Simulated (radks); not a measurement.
Ionisation of the platinum ion Pt2+, [Xe] 4f14 5d8, to [Xe] 4f14 5d7 as the strength of local exchange is varied. All-electron calculation, scalar-relativistic Kohn-Sham, Slater X-alpha exchange (alpha = 2/3 is LDA exchange), no correlation, spin-polarised, spherical densities, point nucleus; open shells are filled with parallel spins first (spin-orbit coupling, left out, can overturn this in heavy ions). Program: a radial shooting solver on a logarithmic mesh with Libxc functionals.

| alpha | E(Pt2+) (hartree) | exchange (hartree) | IE (eV) | -e of the level emptied (eV) | <r> of it (bohr) |
|---|---|---|---|---|---|
| 0.567 | -18343.8134 | -284.2479 | 28.281 | 22.362 (5d) | 1.606 |
| 0.601 | -18360.9605 | -301.5909 | 28.831 | 22.877 (5d) | 1.594 |
| 0.667 | -18394.2945 | -335.3527 | 29.918 | 23.897 (5d) | 1.573 |
| 0.693 | -18407.4436 | -348.6876 | 30.355 | 24.308 (5d) | 1.565 |
| 0.817 | -18470.2911 | -412.5550 | 32.494 | 26.329 (5d) | 1.528 |
| 0.819 | -18471.3066 | -413.5888 | 32.530 | 26.363 (5d) | 1.528 |
| 0.948 | -18536.9311 | -480.5125 | 34.861 | 28.580 (5d) | 1.491 |
| 0.979 | -18552.7377 | -496.6668 | 35.437 | 29.129 (5d) | 1.483 |

NIST Atomic Spectra Database: 29 +/- 1.6 eV (theoretical). The Delta-SCF value meets it near alpha = 0.61. Open shells are spherical and high-spin; term and fine-structure splittings are not resolved. Spin-orbit splitting is averaged out at the scalar-relativistic level.
